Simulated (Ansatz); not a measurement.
`CC1(S)[SiH2]C1=S`, charge 0, multiplicity 1.

Question: Give a relaxed structure at PBE0-D4/def2-TZVP (Ansatz). (Best estimate.)

Answer: Ansatz gave: 
Z-matrix (Å, degrees):
```
C
C 1 1.501
H 1 1.094 2 110.4
H 1 1.093 2 110.5 3 119.2
H 1 1.091 2 110.7 3 -120.3
S 2 1.800 1 117.6 3 64.2
Si 2 1.899 1 132.6 3 -150.6
C 2 1.496 1 121.4 3 -67.8
H 6 1.349 2 97.3 1 -80.2
H 7 1.476 2 119.6 1 -134.5
H 7 1.481 2 118.1 1 12.4
S 8 1.602 2 134.1 1 35.5
```
This is one stationary point; other conformers may exist.
